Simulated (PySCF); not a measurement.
# How the method moves the HOMO and LUMO of `PB[C@@H]1C=C1Cl`

Species: C3H5BClP.
Z-matrix (Å and degrees, PBE0-D3(BJ)/def2-SVP geometry), rows numbered from 1:
```
P 
B   1  1.8843
C   2  1.5498  1  122.64
C   3  1.5571  2  119.90  1  -146.07
C   4  1.2843  3   63.40  2  -104.81
Cl  5  1.6799  3  141.70  4  -179.90
H   1  1.4222  2  102.58  3   -40.72
H   1  1.4202  2  102.13  3  -142.96
H   2  1.2115  1  117.76  3  -172.30
H   3  1.1037  2  118.54  1     5.83
H   4  1.0841  3  142.19  5   180.00
```

Basis pcSseg-2 throughout (PySCF), one geometry. Geometry: PBE0-D3(BJ)/def2-SVP, one conformer, isolated molecule.

Problem. How do the orbital energies, the gap and the dipole change with the method?

Solution. 
```tsv
method	kind	HOMO (eV)	LUMO (eV)	gap (eV)	μ (D)	SCF cycles
BLYP	GGA	-5.81	-2.36	3.45	0.82	15
B97-D	GGA	-5.92	-2.37	3.56	0.83	15
OPBE	GGA	-5.96	-2.42	3.53	0.83	16
PBE	GGA	-5.97	-2.53	3.44	0.81	15
KT2	GGA	-5.98	-2.56	3.42	0.76	16
KT3	GGA	-6.00	-2.49	3.51	0.78	16
BP86	GGA	-6.05	-2.59	3.46	0.82	14
LDA	LDA	-6.11	-2.74	3.37	0.75	15
B97-2	global hybrid	-6.84	-1.64	5.20	0.83	14
B3LYP	global hybrid	-6.86	-1.82	5.04	0.82	14
PBE0	global hybrid	-7.08	-1.65	5.43	0.82	14
mPW1PW91	global hybrid	-7.10	-1.64	5.46	0.83	14
BHandHLYP	global hybrid	-8.04	-0.63	7.41	0.84	13
CAM-B3LYP	range-separated hybrid	-8.36	-0.56	7.80	0.83	13
wB97X-D	range-separated hybrid	-8.89	0.15	9.04	0.86	15
HF	Hartree–Fock	-9.52	1.74	11.25	0.93	12
LC-wPBE	range-separated hybrid	-9.71	0.53	10.24	0.87	14
```

The HOMO spans 3.90 eV, from BLYP down to LC-wPBE, and the gap runs from 3.37 eV (LDA) to 11.25 eV (HF). Over the methods BLYP (0 %), B97-D (0 %), OPBE (0 %), PBE (0 %), KT2 (0 %), KT3 (0 %), BP86 (0 %), LDA (0 %), B97-2 (21 %), B3LYP (20 %), PBE0 (25 %), mPW1PW91 (25 %), BHandHLYP (50 %), HF (100 %), a straight line through the gap against the share of exact exchange rises by 0.78 eV for each 10 % (correlation coefficient 1.000). The dipole ranges from 0.75 D (LDA) to 0.93 D (HF). This basis has no diffuse functions.
